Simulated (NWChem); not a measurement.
System: SbHOCl2; SMILES [OH][Sb]([Cl])[Cl]

The following NWChem deck was run.

```
start job
memory heap 200 mb stack 900 mb global 1100 mb
geometry units angstroms
  Sb     0.104265    -0.037711     0.544124
  Cl    -0.570425    -1.671263    -1.018298
  Cl    -0.702225     1.758355    -0.755318
  O      1.904298     0.083816    -0.141712
  H      1.941021     0.158764    -1.096689
end
basis spherical
  * library def2-svp
end
ecp
  Sb library def2-ecp
end
dft
  xc xpbe96 cpbe96
  disp vdw 4
  iterations 150
end
driver
  maxiter 120
end
task dft optimize
dft
  grid fine
  convergence energy 1d-8 density 1d-7
end
task dft freq numerical
```

def2 effective core potentials on Sb; no spin-orbit coupling.

The level has its own optimisation; frequencies are unscaled.

Predict the main results of this run. (PBE-D3(BJ)/def2-SVP with def2 effective core potentials on Sb.) Quantities: r Cl–Sb (Å); r O–Sb (Å); r H–O (Å); highest harmonic frequency (cm⁻¹); lowest (cm⁻¹); zero-point energy (kcal/mol).

The r Cl–Sb (Å) is 2.402 and the r O–Sb (Å) is 1.993. The r H–O (Å) comes out as 0.980 and the highest harmonic frequency (cm⁻¹) is 3676. The lowest (cm⁻¹) is 95 and the zero-point energy (kcal/mol) is 9.2.
